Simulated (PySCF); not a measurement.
ZnClBr, SMILES [Cl][Zn][Br]. Atoms are numbered in the order given.

```xyz
3

Zn     0.0000     0.0000    -0.5150
Cl     0.0000     0.0000    -2.6027
Br     0.0000     0.0000     1.7056
```

The structure is a stationary point at PBE0-D3(BJ)/def2-TZVP.

Level of theory: M06-2X/def2-TZVPD in PySCF.

Mulliken values depend strongly on the basis, most of all with diffuse functions as here. ESP charges are fitted to the potential on shells at 1.4 to 2.0 van der Waals radii. Atomic charges (e):

```tsv
atom	Mulliken	ESP fit	meta-Löwdin
Zn1	0.53	0.64	1.29
Cl2	-0.30	-0.34	-0.67
Br3	-0.23	-0.30	-0.62
```
